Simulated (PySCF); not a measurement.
C₃H₁₀N, charge +1, singlet, at a GFN2-xTB geometry; PBE0/cc-pVDZ in PySCF.

PySCF was given this input:
```python
from pyscf import gto, scf, dft

mol = gto.Mole()
mol.atom = '''
    N    -0.001457   -0.000790    0.349071
    C    -0.006831    1.403606   -0.098896
    C     1.219405   -0.695183   -0.098525
    C    -1.211296   -0.707730   -0.108702
    H    -0.002470    1.441351   -1.187098
    H     0.873397    1.924963    0.272714
    H    -0.895476    1.915832    0.265308
    H     1.254596   -0.710204   -1.186717
    H     1.229226   -1.720741    0.265951
    H     2.105741   -0.184277    0.273087
    H    -1.237217   -0.723067   -1.197150
    H    -2.105939   -0.206018    0.255454
    H    -1.213580   -1.733351    0.255724
    H    -0.005745   -0.003113    1.375966
'''
mol.basis = 'cc-pvdz'
mol.charge = 1
mol.spin = 0
mol.verbose = 4
mol.build()

mf = dft.RKS(mol)
mf.xc = 'pbe0'
mf.kernel()
```

Q: Predict the main parts of the log of this PySCF run.

A: 
```
PySCF version 2.14.0

[INPUT] verbose = 4
[INPUT] num. atoms = 14
[INPUT] num. electrons = 34
[INPUT] charge = 1
[INPUT] spin (= nelec alpha-beta = 2S) = 0
[INPUT] symmetry False subgroup None
[INPUT] Mole.unit = angstrom
[INPUT] Symbol           X                Y                Z      unit          X                Y                Z       unit  Magmom
[INPUT]  1 N     -0.001457000000  -0.000790000000   0.349071000000 AA   -0.002753330963  -0.001492883638   0.659648588028 Bohr   0.0
[INPUT]  2 C     -0.006831000000   1.403606000000  -0.098896000000 AA   -0.012908719157   2.652430926796  -0.186886354815 Bohr   0.0
[INPUT]  3 C      1.219405000000  -0.695183000000  -0.098525000000 AA    2.304341484925  -1.313705476454  -0.186185266423 Bohr   0.0
[INPUT]  4 C     -1.211296000000  -0.707730000000  -0.108702000000 AA   -2.289017695781  -1.337415870138  -0.205417009192 Bohr   0.0
[INPUT]  5 H     -0.002470000000   1.441351000000  -1.187098000000 AA   -0.004667623528   2.723758639368  -2.243290103019 Bohr   0.0
[INPUT]  6 H      0.873397000000   1.924963000000   0.272714000000 AA    1.650481128017   3.637652869921   0.515354770335 Bohr   0.0
[INPUT]  7 H     -0.895476000000   1.915832000000   0.265308000000 AA   -1.692204391121   3.620397780678   0.501359458656 Bohr   0.0
[INPUT]  8 H      1.254596000000  -0.710204000000  -1.186717000000 AA    2.370842836975  -1.342091052571  -2.242570117365 Bohr   0.0
[INPUT]  9 H      1.229226000000  -1.720741000000   0.265951000000 AA    2.322900485195  -3.251729221310   0.502574552554 Bohr   0.0
[INPUT] 10 H      2.105741000000  -0.184277000000   0.273087000000 AA    3.979273779268  -0.348233061056   0.516059638179 Bohr   0.0
[INPUT] 11 H     -1.237217000000  -0.723067000000  -1.197150000000 AA   -2.338001286656  -1.366398599711  -2.262285630023 Bohr   0.0
[INPUT] 12 H     -2.105939000000  -0.206018000000   0.255454000000 AA   -3.979647945040  -0.389317596731   0.482738097425 Bohr   0.0
[INPUT] 13 H     -1.213580000000  -1.733351000000   0.255724000000 AA   -2.293333830250  -3.275558667741   0.483248323478 Bohr   0.0
[INPUT] 14 H     -0.005745000000  -0.003113000000   1.375966000000 AA   -0.010856476586  -0.005882717426   2.600198896713 Bohr   0.0

nuclear repulsion = 147.898764941049
number of shells = 50
number of NR pGTOs = 174
number of NR cGTOs = 106
basis = cc-pvdz
ecp = {}

******** <class 'pyscf.dft.rks.RKS'> ********
method = RKS
initial guess = minao
damping factor = 0
level_shift factor = 0
DIIS = <class 'pyscf.scf.diis.CDIIS'>
diis_start_cycle = 1
diis_space = 8
diis_damp = 0
SCF conv_tol = 1e-09
SCF conv_tol_grad = None
SCF max_cycles = 50
direct_scf = True
direct_scf_tol = 1e-13
XC library pyscf.dft.libxc version 7.1.2
    S. Lehtola, C. Steigemann, M. J. T. Oliveira, and M. A. L. Marques,  SoftwareX 7, 1–5 (2018)
XC functionals = pbe0
    C. Adamo and V. Barone,  J. Chem. Phys. 110, 6158 (1999)
    M. Ernzerhof and G. E. Scuseria,  J. Chem. Phys. 110, 5029 (1999)
radial grids:
    Treutler-Ahlrichs [JCP 102, 346 (1995); DOI:10.1063/1.469408] (M4) radial grids

becke partition: Becke, JCP 88, 2547 (1988); DOI:10.1063/1.454033
pruning grids: <function nwchem_prune>
grids dens level: 3
symmetrized grids: False
atomic radii adjust function: <function treutler_atomic_radii_adjust>
small_rho_cutoff = 0
Set gradient conv threshold to 3.16228e-05
Initial guess from minao.
tot grids = 154336
init E= -175.142791948712
  HOMO = -0.400155388317482  LUMO = 0.00456650141358095  gap/eV = 11.01304
cycle= 1 E= -174.604765510603  delta_E= 0.538  |g|= 0.356  |ddm|= 3.05
  HOMO = -0.593978578837896  LUMO = -0.181823674476256  gap/eV = 11.21531
cycle= 2 E= -174.591342746281  delta_E= 0.0134  |g|= 0.466  |ddm|= 0.583
  HOMO = -0.59421033465991  LUMO = -0.152035993553796  gap/eV = 12.03218
cycle= 3 E= -174.635201933744  delta_E= -0.0439  |g|= 0.0298  |ddm|= 0.273
  HOMO = -0.595768647672245  LUMO = -0.148906625831406  gap/eV = 12.15973
cycle= 4 E= -174.635376294278  delta_E= -0.000174  |g|= 0.0118  |ddm|= 0.0316
  HOMO = -0.593962062404662  LUMO = -0.148138804659157  gap/eV = 12.13147
cycle= 5 E= -174.635408754015  delta_E= -3.25e-05  |g|= 0.0032  |ddm|= 0.0104
  HOMO = -0.594240891875954  LUMO = -0.148402739562298  gap/eV = 12.13187
cycle= 6 E= -174.635411402399  delta_E= -2.65e-06  |g|= 0.000262  |ddm|= 0.00273
  HOMO = -0.594222922673763  LUMO = -0.148389395924237  gap/eV = 12.13175
cycle= 7 E= -174.635411418986  delta_E= -1.66e-08  |g|= 7.66e-05  |ddm|= 0.000277
  HOMO = -0.594235056346977  LUMO = -0.148400076873088  gap/eV = 12.13179
cycle= 8 E= -174.635411420602  delta_E= -1.62e-09  |g|= 5.15e-06  |ddm|= 7.1e-05
  HOMO = -0.594235113529705  LUMO = -0.148399137740475  gap/eV = 12.13181
cycle= 9 E= -174.635411420608  delta_E= -6.37e-12  |g|= 5.51e-07  |ddm|= 5.72e-06
  HOMO = -0.594234961348787  LUMO = -0.148399115739735  gap/eV = 12.13181
Extra cycle  E= -174.635411420609  delta_E= -1.02e-12  |g|= 3.36e-07  |ddm|= 7.14e-07
converged SCF energy = -174.635411420609
```
